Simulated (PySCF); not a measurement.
Isomers of C3H4Si. Gas-phase values, no solvent. Strings in code marks are SMILES.

Calculation: PBE-D3(BJ)/def2-TZVP // B3LYP-D3(BJ)/def2-TZVP in PySCF. All candidates: neutral, multiplicity 1. 

| Item | Value |
|---|---|
| HOMO–LUMO gap | 2.69 eV |
| dipole moment | 1.32 D |
| HOMO | -5.35 eV |

Name which member has these values.
(A) `C#CC=[SiH2]`
(B) `[SiH2]=C1C=C1`
(C) `C=[si]1cc1`
(D) `C=C=C=[SiH2]`

A, `C#CC=[SiH2]`. The others give `C=C=C=[SiH2]`: 2.46 eV, 0.64 D, -5.28 eV; `[SiH2]=C1C=C1`: 2.34 eV, 3.67 D, -4.53 eV; `C=[si]1cc1`: 3.08 eV, 2.09 D, -5.02 eV
